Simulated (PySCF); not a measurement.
Isomers of C6H7FO, mass 114.048 u with the commonest isotopes. Method used: PBE0/def2-SVPD in PySCF (dipole) on a GFN2-xTB geometry, gas phase. One conformer each, none proved a minimum here; rigid rotors.

Task: Order these by rotational constant B, largest first.
A. `[CH2:1]=[CH:2]/[C:3](=[CH:4]/[CH3:5])[C:6](=[O:7])[F:8]` with C1–C2–C3–C4 158°, C2–C3–C6–O7 151°
B. `[CH2:1]=[CH:2][C:3](=[CH2:4])[O:5]/[CH:6]=[CH:7]\[F:8]` with C1–C2–C3–C4 180°, C2–C3–O5–C6 -160°, C3–O5–C6–C7 -163°
C. `[CH2:1]=[CH:2][O:3]/[CH:4]=[C:5](/[F:6])[CH:7]=[CH2:8]` with C1–C2–O3–C4 180°, C2–O3–C4–C5 180°, C4–C5–C7–C8 180°

Result: A (1819 MHz), B (1196 MHz), C (951.1 MHz).

Task: Order these by radius of gyration √(Σ m r²/M), smallest first.
A. `[CH2:1]=[CH:2]/[C:3](=[CH:4]/[CH3:5])[C:6](=[O:7])[F:8]` with C1–C2–C3–C4 158°, C2–C3–C6–O7 151°
B. `[CH2:1]=[CH:2][C:3](=[CH2:4])[O:5]/[CH:6]=[CH:7]\[F:8]` with C1–C2–C3–C4 180°, C2–C3–O5–C6 -160°, C3–O5–C6–C7 -163°
C. `[CH2:1]=[CH:2][O:3]/[CH:4]=[C:5](/[F:6])[CH:7]=[CH2:8]` with C1–C2–O3–C4 180°, C2–O3–C4–C5 180°, C4–C5–C7–C8 180°

Result: A (1.967 Å), B (2.199 Å), C (2.346 Å).

Task: Order these by dipole moment, largest first.
A. `[CH2:1]=[CH:2]/[C:3](=[CH:4]/[CH3:5])[C:6](=[O:7])[F:8]` with C1–C2–C3–C4 158°, C2–C3–C6–O7 151°
B. `[CH2:1]=[CH:2][C:3](=[CH2:4])[O:5]/[CH:6]=[CH:7]\[F:8]` with C1–C2–C3–C4 180°, C2–C3–O5–C6 -160°, C3–O5–C6–C7 -163°
C. `[CH2:1]=[CH:2][O:3]/[CH:4]=[C:5](/[F:6])[CH:7]=[CH2:8]` with C1–C2–O3–C4 180°, C2–O3–C4–C5 180°, C4–C5–C7–C8 180°

Result: A (3.35 D), B (2.10 D), C (1.46 D).

```json
{"SMILES": "C=CO/C=C(/F)C=C", "point group": "Cs", "Ia (u·Å²)": "96.38", "Ib (u·Å²)": "531.39", "Ic (u·Å²)": "627.77", "κ": "-0.93", "μa (D)": "1.46", "μb (D)": "0.03", "μc (D)": "0.00"}
{"SMILES": "C=CC(=C)O/C=C\\F", "point group": "C1", "Ia (u·Å²)": "136.78", "Ib (u·Å²)": "422.72", "Ic (u·Å²)": "543.15", "κ": "-0.81", "μa (D)": "0.84", "μb (D)": "1.73", "μc (D)": "0.85"}
{"SMILES": "C=C/C(=C/C)C(=O)F", "point group": "C1", "Ia (u·Å²)": "178.66", "Ib (u·Å²)": "277.87", "Ic (u·Å²)": "425.72", "κ": "-0.23", "μa (D)": "0.72", "μb (D)": "3.27", "μc (D)": "0.26"}
```
